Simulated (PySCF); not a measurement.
A structure optimised at PBE-D3(BJ)/def2-SVP, used in a PySCF frequency run:

```xyz
4

Zr    -0.2326    -0.3118     0.0000
O      0.4819    -1.9052     0.0000
Cl     0.1603     0.8151    -2.0604
Cl     0.1603     0.8151     2.0604
```

Task: Write its SMILES, formula and point group.

Result: [O]=[Zr]([Cl])[Cl], Cl2OZr, Cs

Task: What are its rotational constants (standard atomic weights)?

Result: 4.0597, 1.6228, 1.2177 GHz
